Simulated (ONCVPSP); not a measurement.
platinum (Pt), ONCV: configuration errors across variants

ONCVPSP 4.0.1 input, shortened (lines: element, Z, core and valence counts, functional; n l f; lmax; l rc ep ncon nbas qcut; lloc lpopt rc5 dvloc0; l nproj debl; icmod fcfact rcfact), PBEsol, scalar-relativistic:

```
  Pt 78.00    9    4  -116133      upf
    1    0    2.00
    2    0    2.00
    2    1    6.00
    3    0    2.00
    3    1    6.00
    3    2   10.00
    4    0    2.00
    4    1    6.00
    4    2   10.00
    4    3   14.00
    5    0    2.00
    5    1    6.00
    5    2    8.00
    3
    0    1.70    0.00    4    7    9.00
    1    1.65    0.00    4    8    6.70
    2    2.40    0.00    4    9    8.00
    3    0.50    0.00    4    7   24.80
    3    5    0.50    0.00
    0    3    0.70
    1    2    2.90
    2    3    0.40
    3    0    0.40
    3    5.50    1.20
```

In the s channel the program set the typed energies aside and used -4.514, 0.050, 0.750 Ha. In the d channel the program set the typed energies aside and used -0.952, 0.250, 0.650 Ha.

All-electron excitation energies from the reference (eV): (1) 4f14 5s2 5p6 5d9 6s1 -29.223; (2) 4f14 5s2 5p6 5d9 -19.997; (3) 4f14 5s2 5p6 5d7 32.249; (4) 4f14 5s2 5p6 5d8 6s1 -18.022.

1 further variants failed, have other tests or another functional or relativity, and are left out.

A true bound ghost makes a file unfit for plane-wave use even where its test errors are small: the radial tests pick states by their node count and pass the ghost by.

Errors AE − PS in meV (a dash: test not solved or not reliable):

```tsv
change	(1)	(2)	(3)	(4)	bound ghosts	GHOST(+) flags above zero
base	+4.5	+3.0	0.0	+4.0	s, p, d	p, d
s: qcut 8.5; p: qcut 6.4; d: qcut 7.6; f: qcut 23.5	+6.0	+5.7	+1.0	+3.9	s, p, d	p
f: qcut 30.2	+5.6	+4.2	-1.7	+4.2	s, p, d	p, d
core correction none	+4.5	+2.9	-0.2	+4.1	s, p, d	p, d
```

Give the same row for: s: qcut 6.8.

+4.1, +3.0, +0.1, +3.0; bound ghosts: s, p, d; GHOST(+) flags above zero: p, d.
